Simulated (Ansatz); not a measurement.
Ansatz (a program for electronic structure) input:

Ansatz 0.2 input:
```yaml
crystal:
  periodic: [false, false, false]
  atoms:
    - {symbol: Sn, position_ang: [-0.02797399, -0.02575360, 0.03654894]}
    - {symbol: O, position_ang: [1.39170360, 0.33420287, -1.15405831]}
    - {symbol: O, position_ang: [-1.48279100, -0.13502874, 1.07454956]}
    - {symbol: H, position_ang: [2.12739847, -0.30571300, -1.19137685]}
basis:
  gaussian:
    orbitals: def2-SVPD
total_charge: 1
magnetization: {spin_polarized: false}
correlation: {method: ccsd_t, electrons: outside_noble_gas}
output: {forces: true}
```

Task: Predict the final energy.

Result: -363.65642 Eh (CCSD(T)/def2-SVPD). The basis has 86 functions.

It need not be the lowest isomer of its formula.
